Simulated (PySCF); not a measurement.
Polarisability and C₆ of Sc⁺ (scandium, charge +1)

[Ar] 3d1 4s1, high-spin 3D determinant. All numbers are calculated (PySCF 2.14, no relativity, point nucleus, in aug-cc-pVTZ (8s7p5d3f2g, 93 functions)). Coupled (time-dependent) response in atomic units; α is the mean over directions.

```csv
method,mean α (bohr³),"α xx, yy, zz",C₆ (like pair),S(−4)
UHF,78.28,"76.91, 76.91, 81.03",581.4,5693
PBE,60.16,"59.26, 59.26, 61.97",409.3,3186
PBE0,64.48,"63.13, 63.13, 67.18",447.8,3730
```

S(−4) is the Cauchy moment in α(ω) = α(0) + S(−4) ω² + …

α(iu) at UHF:

```tsv
u (hartree)	α(iu) (bohr³)
0	78.28
0.0500	66.37
0.100	46.24
0.200	22.44
0.300	13.24
0.500	6.888
0.750	4.280
1.00	3.085
1.50	1.896
2.00	1.289
3.00	0.6976
5.00	0.2925
```

For an ion, C₆ is the dispersion term alone; charge-induced terms of lower order in 1/R come first.

The components differ because the open shell of this determinant is not spherical; for a pure term their mean is the scalar polarisability.
